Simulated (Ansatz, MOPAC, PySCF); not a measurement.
Noncovalent pair: H2S (SMILES S) (first 3 atoms) with CH3I (SMILES CI); geometry from B3LYP-D3(BJ)/def2-TZVP, rigid monomers moved along the line of their centres of mass till H3···I5 is 2.74 Å.
(charge 0, multiplicity 1):
```tsv
atom	x (Å)	y (Å)	z (Å)
S	-0.1442	-0.4662	-0.6813
H	-0.5490	-1.7403	-0.8064
H	-0.8993	-0.2756	0.4160
C	1.1747	-1.1679	2.6405
I	-0.8954	-0.7795	3.1111
H	1.3971	-2.1733	2.9787
H	1.2757	-1.0708	1.5649
H	1.7663	-0.4298	3.1694
```

Interaction energies are E(AB) − E(A) − E(B) at the monomers' geometry in the complex; basis-set methods are counterpoise corrected.

The state that PM3 reach isn't checked.

Programs: Ansatz (a program for electronic structure); MOPAC for PM3 (differences of heats of formation); PySCF for the dispersion terms.  In def2 rows elements past Kr take small-core potentials, without spin–orbit coupling.

Q: One of these levels gives 135.9 meV for the interaction energy. Which one is it?
A) PM3
B) r2SCAN-D3(BJ)/def2-TZVPPD
C) HF/def2-SVPD

A: C, HF/def2-SVPD. The others give 33.9 (PM3), -74.8 (r2SCAN-D3(BJ)/def2-TZVPPD)
